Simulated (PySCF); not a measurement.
Species: C8H7F3O.
Cartesian coordinates in Å at the PBE0-D3(BJ)/def2-SVP level; atoms count from 1:
```xyz
19
C8H7F3O angstrom
O      3.5216    0.6506   -0.3268
C      2.2243    0.4466   -0.0230
C      1.6870   -0.8283    0.1785
C      0.3379   -0.9776    0.4862
C     -0.5024    0.1317    0.6060
C     -1.9692   -0.0373    0.8817
C     -2.7888   -0.2460   -0.3715
F     -4.0870   -0.3807   -0.0761
F     -2.6771    0.7834   -1.2154
F     -2.4161   -1.3478   -1.0316
C      0.0495    1.4017    0.4004
C      1.3937    1.5662    0.0940
H      3.9732   -0.1984   -0.3851
H      2.3294   -1.7101    0.0920
H     -0.0668   -1.9822    0.6326
H     -2.3845    0.8469    1.3870
H     -2.1590   -0.9046    1.5312
H     -0.5899    2.2848    0.4808
H      1.8240    2.5570   -0.0628
```

Level: PBE0/pcSseg-1 in PySCF, non-relativistic, on one gas-phase PBE0-D3(BJ)/def2-SVP geometry that isn't relaxed in the solvent. The solvent is an IEF-PCM continuum (Bondi radii, 1.10 Å for H, scaled by 1.2). Only the electrostatic response of the medium enters.

Gas phase at PBE0/pcSseg-1: HOMO -6.70 eV, LUMO -0.51 eV, dipole 2.61 D.

Problem. What does the continuum do to the energy, the frontier levels and the dipole at PBE0/pcSseg-1 in chloroform and acetonitrile?

Solution. 
| solvent | ε | E(solvent) − E(gas) (kcal/mol) | polarisation term (kcal/mol) | distortion of the solute (kcal/mol) | HOMO (eV) | LUMO (eV) | dipole (D) |
| --- | --- | --- | --- | --- | --- | --- | --- |
| chloroform | 4.711 | -5.94 | -6.45 | 0.51 | -6.61 | -0.41 | 2.99 |
| acetonitrile | 35.69 | -8.39 | -9.46 | 1.07 | -6.61 | -0.41 | 3.15 |

The first energy column is the sum of the next two and covers electrostatics alone. From chloroform to acetonitrile the lowering changes by a factor 1.41, Onsager's factor (ε − 1)/(2ε + 1) by 1.35 and ε itself by 7.6.

Problem. Which radius a makes the point-dipole formula ΔE = −[(ε − 1)/(2ε + 1)]·μ²/a³ give the value in acetonitrile, with the gas-phase dipole?

Solution. μ = 1.028 au and |ΔE| = 0.01337 Eh give a = 1.78 Å; the farthest nucleus lies 4.14 Å from the centroid of the nuclei, so such a sphere wouldn't even hold the nuclei. The formula assumes a rigid point dipole at the centre of a sphere.

Problem. Give the dipole vector in the frame of the coordinates (D, pointing from negative to positive charge), gas and acetonitrile.

Solution. Gas (1.84, -1.00, 1.56), solvent (2.02, -1.43, 1.94). Its length changes by +20 % and its direction by 6°.

Problem. Which Hirshfeld charges (PBE0/pcSseg-1) respond most in acetonitrile (means over atoms taken as equivalent)?

Solution. 
```json
{"atoms": "H13", "environment": "phenol-type hydroxyl hydrogen", "gas (e)": "+0.183", "solvent (e)": "+0.200", "change": "+0.017"}
{"atoms": "O1", "environment": "phenol-type oxygen", "gas (e)": "-0.180", "solvent (e)": "-0.192", "change": "-0.012"}
{"atoms": "H16/H17", "environment": "methylene hydrogen", "gas (e)": "+0.053", "solvent (e)": "+0.062", "change": "+0.009"}
{"atoms": "H14/H19", "environment": "aromatic hydrogen", "gas (e)": "+0.050", "solvent (e)": "+0.058", "change": "+0.008"}
{"atoms": "C2", "environment": "aromatic carbon bearing oxygen", "gas (e)": "+0.077", "solvent (e)": "+0.070", "change": "-0.007"}
{"atoms": "H15/H18", "environment": "aromatic hydrogen", "gas (e)": "+0.050", "solvent (e)": "+0.057", "change": "+0.007"}
```

Problem. Which Mayer bond orders change most in acetonitrile?

Solution. 
```tsv
bond	length (Å)	gas	solvent	change
O1–H13	0.963	0.944	0.928	-0.016
C4–C5	1.397	1.398	1.386	-0.012
C6–C7	1.512	1.004	1.015	+0.011
C6–H17	1.100	0.930	0.921	-0.009
C6–H16	1.100	0.930	0.922	-0.008
C7–F9	1.336	1.012	1.005	-0.007
C3–C4	1.392	1.452	1.445	-0.007
C12–C2	1.399	1.378	1.371	-0.007
```

Problem. How do the nuclear quadrupole coupling constants eQVzz/h respond in acetonitrile?

Solution. 
| nucleus | Q (barn) | gas (MHz) | solvent (MHz) | η gas | η solvent |
| --- | --- | --- | --- | --- | --- |
| 17O at O1 | -0.0256 | -10.58 | -10.26 | 0.84 | 0.81 |
